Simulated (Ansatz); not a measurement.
Basis-set series for F₂H₃N₂Nb (`[NH]=[Nb]([NH2])([F])[F]`). The species carries charge 0 and has multiplicity 1. Nb takes the def2 core potential. The geometry is a stationary point of PBE0-D4/def2-TZVP. It is one conformer, not always the lowest.

```tsv
functional	basis	functions	energy (Eh)	HOMO (eV)	LUMO (eV)
PBE0-D4	def2-SVP	102	-367.60858	-8.10	-1.05
PBE0-D4	def2-QZVPP	399	-368.02537	-8.25	-1.22
ωB97M-V	def2-SVP	102	-367.74362	-10.45	0.92
ωB97M-V	def2-QZVPP	399	-368.16931	-10.61	0.38
```

Q: Give the rows for def2-TZVPP. (An estimate is asked.)

A: The calculation gave: 
```
functional       basis  functions  energy (Eh)  HOMO (eV)  LUMO (eV)
   PBE0-D4  def2-TZVPP        222   -368.00461      -8.21      -1.17
   ωB97M-V  def2-TZVPP        222   -368.14952     -10.56       0.72
```

Positive LUMOs are unbound and depend on the basis.

Results of the Gaussian-basis code of Ansatz.
